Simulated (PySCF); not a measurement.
Nuclear quadrupole coupling in `CC=C=CB(C)C`

Species: C6H11B.
Atom-mapped SMILES: `[CH3:1][CH:2]=[C:3]=[CH:4][B:5]([CH3:6])[CH3:7]` (hydrogens: H8, H9, H10 on C1; H11 on C2; H12 on C4; H13, H14, H15 on C6; H16, H17, H18 on C7)

Cartesian coordinates in Å at the PBE0-D3(BJ)/def2-SVP level; atoms count from 1:
```xyz
18
C6H11B angstrom
C      3.1570   -1.6601   -1.5436
C      2.2059   -0.8507   -0.7114
C      1.1039   -0.2975   -1.1502
C     -0.0289    0.2140   -1.5914
B     -1.3692   -0.5881   -1.5594
C     -2.6441    0.0831   -2.1965
C     -1.4491   -2.0226   -0.9244
H      3.2786   -2.6722   -1.1247
H      2.8015   -1.7567   -2.5785
H      4.1560   -1.1948   -1.5637
H      2.4536   -0.7036    0.3488
H      0.0028    1.2356   -1.9981
H     -2.7447    1.1411   -1.9019
H     -3.5905   -0.4388   -1.9928
H     -2.5032    0.0983   -3.2942
H     -2.0847   -1.9584   -0.0214
H     -0.4835   -2.4591   -0.6309
H     -1.9764   -2.7211   -1.5964
```

Field gradients from the PBE0/pcSseg-1 density (PySCF, non-relativistic), principal values in atomic units, ordered |Vxx| ≤ |Vyy| ≤ |Vzz|:

| atom | Vxx | Vyy | Vzz |
| --- | --- | --- | --- |
| B5 | -0.2435 | -0.3029 | 0.5464 |

Problem. Find the asymmetry η = (Vxx − Vyy)/Vzz and the couplings χ = eQV/h (234.96 MHz × Q in barn × V in au), with Q(11B) = 0.04059 b.

Solution. 
```
atom             environment  nucleus     η  χzz (MHz)  χxx (MHz)  χyy (MHz)
  B5  three-coordinate boron      11B  0.11       5.21      -2.32      -2.89
```

Problem. What is Vzz at B5 in SI units (1 au = 9.71736 × 10²¹ V/m²)?

Solution. 0.5464 au = 5.310 × 10²¹ V/m².

Problem. And the gradient at the other heavy atoms, for which no coupling is worked out here?

Solution. 
| atom | environment | Vzz (au) | η |
| --- | --- | --- | --- |
| C1 | methyl carbon | 0.104 | 0.29 |
| C2 | outer carbon of cumulated double bonds | 0.113 | 0.66 |
| C3 | central carbon of cumulated double bonds | -0.536 | 0.49 |
| C4 | outer carbon of cumulated double bonds | 0.248 | 0.75 |
| C6 | sp3 carbon bound to boron | -0.156 | 0.39 |
| C7 | sp3 carbon bound to boron | -0.148 | 0.50 |

Problem. What couplings would deuterons (Q(2H) = 0.00286 b) have in place of the hydrogens, at this geometry?

Solution. 
```csv
atom,bonded to,bond length (Å),Vzz (au),η,χzz (kHz)
H8,C1,1.102,0.2886,0.03,194
H9,C1,1.099,0.2928,0.04,197
H10,C1,1.102,0.2885,0.03,194
H11,C2,1.099,0.2988,0.08,201
H12,C4,1.100,0.2993,0.04,201
H13,C6,1.103,0.2960,0.03,199
H14,C6,1.100,0.2996,0.02,201
H15,C6,1.107,0.2913,0.02,196
H16,C7,1.106,0.2922,0.02,196
H17,C7,1.100,0.2977,0.02,200
H18,C7,1.103,0.2956,0.02,199
```

Geometry: PBE0-D3(BJ)/def2-SVP; no solvent, vibrations or thermal averaging. A larger basis could move these couplings by a tenth or more.

These values come from a run that also computed NMR shieldings. The run took 20 s of wall time on an Arm Neoverse V1 with one thread, no GPU, shared host with 32 logical CPUs at a one-minute load of 11, and the process peaked at 0.95 GiB of memory.
